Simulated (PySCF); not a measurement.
## Stretching InB⁺

Set-up: In def2-SVP with ECP28, B def2-SVP; scalar-relativistic core potentials (PySCF 2.14). Energies in eV from In⁺ + B in their ground configurations at the same level. State: ²Σ⁺ (doublet), unpaired electrons σ ↑.

| R (Å) | B3LYP | BHandHLYP | r²SCAN |
| --- | --- | --- | --- |
| 2.571 | -0.4302 | -0.3748 | -0.5557 |
| 2.691 | -0.5457 | -0.4877 | -0.6556 |
| 2.811 | -0.6134 | -0.5517 | -0.7086 |
| 2.900 | -0.6411 | -0.5764 | -0.7262 |
| 2.990 | -0.6541 | -0.5863 | -0.7299 |
| 3.080 | -0.6557 | -0.5850 | -0.7232 |
| 3.199 | -0.6450 | -0.5707 | -0.7027 |
| 3.349 | -0.6179 | -0.5395 | -0.6650 |
| 3.528 | -0.5740 | -0.4917 | -0.6108 |
| 3.767 | -0.5086 | -0.4227 | -0.5347 |

Q: Put a parabola through the three lowest points of the B3LYP curve and estimate Re, k and ωe (reduced mass 10.05 u; 1 eV/Å² = 0.16022 mdyn/Å; ωe = 1302.8·√(k/μ) cm⁻¹).

A: Through R = 2.99, 3.08, 3.199 Å the second-order coefficient is 0.515 eV/Å², so Re ≈ 3.052 Å, k ≈ 0.165 mdyn/Å and ωe ≈ 167 cm⁻¹. A polynomial fit of higher order to the unrounded B3LYP energies gives Re = 3.049 Å, k = 0.186 mdyn/Å, ωe = 177 cm⁻¹; anharmonicity and rounding make the difference.

The higher-order fit for each curve: B3LYP: Re = 3.049 Å, ωe = 177 cm⁻¹, De = 0.66 eV; BHandHLYP: Re = 3.022 Å, ωe = 184 cm⁻¹, De = 0.59 eV; r²SCAN: Re = 2.973 Å, ωe = 192 cm⁻¹, De = 0.73 eV.

These are scalar-relativistic numbers at best; spin–orbit coupling would shift them, the dissociation energy most. For an ion De counts to the pair picked by the measured ionisation energies or electron affinities, which need not be the lowest pair at this level. The state was picked by a PBE0 search and need not be the measured ground state.
